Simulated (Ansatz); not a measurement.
Two isomers of CH5F2NOSi: A = `CO[Si](N)(F)F`, B = `OC(F)(F)N[SiH3]`.

Gas-phase electronic energies from Ansatz, PBE0-D4/def2-TZVP geometries. CBS: MP2 limit from def2 TZ/QZ plus the TZ coupled-cluster correction, frozen cores. DFT in def2-TZVPP. B3LYP here is the variant with VWN-RPA as its local correlation; programs differ in this. Each species was taken in one conformer, which may not be the lowest.

Q: Which is lower in electronic energy at CCSD(T)/CBS, and by how much? (An estimate is asked.)

A: Ansatz gave: A, by 125.8 kcal/mol.

Q: Give E(B) − E(A) in kcal/mol with B2PLYP, B3LYP, r2SCAN-D4, ωB97M-V, HF/def2-TZVPP, CCSD(T)/def2-TZVPP, B3LYP-D4. (Best estimate.)

A: The calculation gave: B2PLYP 123.8, B3LYP 121.4, r2SCAN-D4 119.8, ωB97M-V 119.8, HF/def2-TZVPP 125.4, CCSD(T)/def2-TZVPP 122.1, B3LYP-D4 121.6. None reverses the order clearly.

Largest T1 diagnostic: 0.011.

From PBE to PBE0 (25 % exact exchange), in def2-TZVPP and without D4, E(B) − E(A) moves by +3.5 kcal/mol.
